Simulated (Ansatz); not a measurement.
```xyz
8

C     0.7213    0.8460    0.0000
C    -0.7213    0.8460    0.0000
C    -0.7213   -0.8460    0.0000
C     0.7213   -0.8460    0.0000
H     1.5561    1.6775    0.0000
H    -1.5561    1.6775    0.0000
H    -1.5561   -1.6775    0.0000
H     1.5561   -1.6775    0.0000
```

Basis set: 6-31G* (spherical functions). Frozen core: 4 orbitals. Charge 0, multiplicity 1.

Computed with Ansatz (development build ahead of 0.2.0); each method stands on the lowest determinant of its kind that the runs found. Restricted open shells among the atoms or ions are ROHF, correlated in semicanonical orbitals with singles.

Q: Give the atomization energy at this shape (free ground-state atoms in the same class of orbitals less the molecule, no zero-point energy) of singlet C4H4 by RHF-MP2, RHF.

A:

```json
{"method": "RHF-MP2", "atomization energy": "31.89 eV"}
{"method": "RHF", "atomization energy": "23.51 eV"}
```

Caution: in another basis set an unrestricted determinant lies well below; the shape is not the minimum.
